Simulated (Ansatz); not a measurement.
Consider the formal exchange of groups at the Si–O bond: `[F][Ge][O][SiH3]` + `CC(F)[SiH3]` → `CC(F)[SiH2][SiH3]` + `[OH][Ge][F]`.

Gas-phase electronic energies from Ansatz, PBE0-D4/def2-TZVP geometries. CCSD(T)/CBS adds triple-zeta CCSD(T) − MP2 to the extrapolated MP2 energy (def2 sets, frozen cores). DFT in def2-TZVPP. B3LYP here is the variant with VWN-RPA as its local correlation; programs differ in this. For Ge outer-core shells are correlated without core-valence functions, which leaves a few kJ/mol of doubt a bond. Scalar relativity is left out up to krypton. Each species was taken in one conformer, which may not be the lowest.

`[F][Ge][O][SiH3]`:

Z-matrix (Å, degrees):
```
Si
O 1 1.653
H 1 1.484 2 107.6
H 1 1.485 2 110.5 3 119.3
H 1 1.485 2 110.5 3 -119.3
Ge 2 1.767 1 137.3 3 179.9
F 6 1.764 2 97.7 1 0.0
```

`CC(F)[SiH3]`:

Cartesian coordinates in Å:
```
C 0.508 0.735 1.105
C -0.417 -0.274 0.470
F -1.742 0.153 0.641
Si -0.129 -0.536 -1.392
H 0.435 1.706 0.608
H 0.263 0.869 2.161
H 1.544 0.392 1.035
H -0.332 -1.235 0.991
H 1.245 -1.070 -1.591
H -0.258 0.765 -2.098
H -1.117 -1.504 -1.929
```

`CC(F)[SiH2][SiH3]`:

Cartesian coordinates in Å:
```
C 1.872 1.148 -0.718
C 0.983 -0.026 -0.389
F 1.539 -0.729 0.690
Si -0.807 0.443 0.080
Si -1.956 -1.430 0.880
H 1.482 1.681 -1.589
H 1.923 1.849 0.118
H 2.885 0.809 -0.950
H 0.960 -0.725 -1.234
H -1.474 0.981 -1.141
H -0.770 1.523 1.106
H -1.865 -2.535 -0.112
H -1.378 -1.890 2.170
H -3.392 -1.099 1.088
```

`[OH][Ge][F]`:

```xyz
4

O     0.447   -0.873    0.426
Ge    0.735    0.854    0.163
F    -0.784    1.203   -0.669
H    -0.398   -1.184    0.080
```

```tsv
level	ΔE (kcal/mol)	difference from CCSD(T)/CBS
PBE-D4	15.9	-6.5
r2SCAN-D4	20.3	-2.1
PBE0-D4	17.8	-4.6
B3LYP-D4	22.3	-0.1
ωB97X-V	21.6	-0.8
ωB97M-V	22.7	0.3
B2PLYP	23.5	1.1
PBE	16.1	-6.3
r2SCAN	20.4	-2.0
PBE0	18.0	-4.4
B3LYP	22.5	0.1
HF/def2-TZVPP	29.1	6.7
MP2/def2-TZVPP	24.1	1.7
SCS-MP2/def2-TZVPP	25.4	3.0
CCSD/def2-TZVPP	23.3	0.9
CCSD(T)/def2-TZVPP	22.4	0.0
HF/def2-QZVPP	29.6	7.2
MP2/def2-QZVPP	24.3	1.9
SCS-MP2/def2-QZVPP	25.5	3.1
HF/CBS(def2)	29.7	7.3
MP2/CBS(def2)	24.1	1.7
CCSD/CBS(def2)	23.2	0.8
CCSD(T)/CBS	22.4	0
```

Largest T1 diagnostic among the species: 0.015.

From PBE to PBE0 (25 % exact exchange), in def2-TZVPP and without D4, ΔE moves by +2.0 kcal/mol. In def2-TZVPP, CCSD(T) changes the Hartree–Fock value by −6.6 kcal/mol (the triples alone add −0.8 kcal/mol) and MP2 by −4.9 kcal/mol.
